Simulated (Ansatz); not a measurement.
Problem. Predict a relaxed structure of the cluster OsO₂⁻ (the lowest doublet isomer of a short search), charge -1, doublet, at PBE0-D4/def2-TZVPD (Ansatz).

Solution. 
Cartesian coordinates in Å:
```
Os 0.034 -0.263 0.112
O 1.417 0.611 0.635
O -1.451 -0.348 -0.748
```
Point group C2v (tolerance 0.1 Å). The metal has 2 neighbours: O 1.72 Å, O 1.72 Å. This is one stationary point.

In the def2 sets Os takes a core potential; there is no spin–orbit coupling. The structure comes from a short search, and lower isomers may exist.
